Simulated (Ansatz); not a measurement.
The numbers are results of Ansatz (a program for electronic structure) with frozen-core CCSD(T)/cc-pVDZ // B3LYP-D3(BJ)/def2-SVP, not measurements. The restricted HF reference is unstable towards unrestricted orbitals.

Ansatz 0.2 input:
```yaml
crystal:
  periodic: [false, false, false]
  atoms:
    - { symbol: C, position_ang: [-3.738555, -0.507416, 0.007903] }
    - { symbol: C, position_ang: [-2.749052, 0.392017, 0.102888] }
    - { symbol: C, position_ang: [-1.303137, 0.134771, 0.008987] }
    - { symbol: C, position_ang: [-0.761083, -1.143462, -0.223627] }
    - { symbol: C, position_ang: [0.615911, -1.32073, -0.3006] }
    - { symbol: C, position_ang: [1.519204, -0.251411, -0.13811] }
    - { symbol: Si, position_ang: [3.376055, -0.58074, -0.15909] }
    - { symbol: C, position_ang: [0.971451, 1.029955, 0.080329] }
    - { symbol: S, position_ang: [2.087203, 2.423361, 0.209959] }
    - { symbol: C, position_ang: [-0.41487, 1.213442, 0.143799] }
    - { symbol: H, position_ang: [-3.551848, -1.571981, -0.156744] }
    - { symbol: H, position_ang: [-4.783714, -0.201616, 0.093814] }
    - { symbol: H, position_ang: [-3.017362, 1.441391, 0.269984] }
    - { symbol: H, position_ang: [-1.420113, -2.004824, -0.344239] }
    - { symbol: H, position_ang: [1.008312, -2.325753, -0.477643] }
    - { symbol: H, position_ang: [4.075794, 0.252331, -1.179435] }
    - { symbol: H, position_ang: [3.565432, -2.020579, -0.501733] }
    - { symbol: H, position_ang: [3.986338, -0.309827, 1.17353] }
    - { symbol: H, position_ang: [1.353606, 3.133633, 1.096141] }
    - { symbol: H, position_ang: [-0.819569, 2.217437, 0.293888] }
basis:
  gaussian: { orbitals: cc-pVDZ }
correlation:
  method: ccsd_t
```

Output:

```
Functional definition: HF
1864 factors; integrals over basis functions are off by at most 1.1e-3 eV
mean field evaluation 1: about -27076.1258 eV, gradient 3.7e1 eV
mean field evaluation 2: about -27076.5606 eV, gradient 3.6e1 eV
mean field evaluation 4: about -27081.3885 eV, gradient 5.6e0 eV
mean field evaluation 8: about -27081.4911 eV, gradient 1.4e-1 eV
mean field evaluation 16: about -27081.0595 eV, gradient 1.3e0 eV
mean field -27081.49118428 eV, -995.2264445282 hartree, gradient 7.1e-6 eV, S^2 0.000000; 0 other end points of the search recorded, 0 dependent functions left out; unrestricted orbitals would lower it
18 core orbitals not correlated
reference -27081.49118428 eV, -995.2264445282 hartree; 26, 26 occupied and 154, 154 virtual orbitals, 1864 factors
second order -35.03981895 eV of doubles, -0.00000000 eV of singles
cycle   1  -35.80841059 eV  change   -7.7e-1 eV  update   1.5e-1
cycle   2  -36.93791175 eV  change    -1.1e0 eV  update   5.0e-2
cycle   3  -37.18551981 eV  change   -2.5e-1 eV  update   2.2e-2
cycle   4  -37.18745435 eV  change   -1.9e-3 eV  update   6.6e-3
cycle   5  -37.19004976 eV  change   -2.6e-3 eV  update   2.9e-3
cycle   6  -37.19065460 eV  change   -6.0e-4 eV  update   8.3e-4
cycle   7  -37.19031301 eV  change    3.4e-4 eV  update   3.2e-4
cycle   8  -37.19038966 eV  change   -7.7e-5 eV  update   1.2e-4
cycle   9  -37.19040878 eV  change   -1.9e-5 eV  update   5.1e-5
perturbative correction -1.62157930 eV, -0.0595919403 hartree
Total energy: -27120.30317236 eV, -996.6527587825 hartree
```

Cost: around 6 core-minutes (rough).
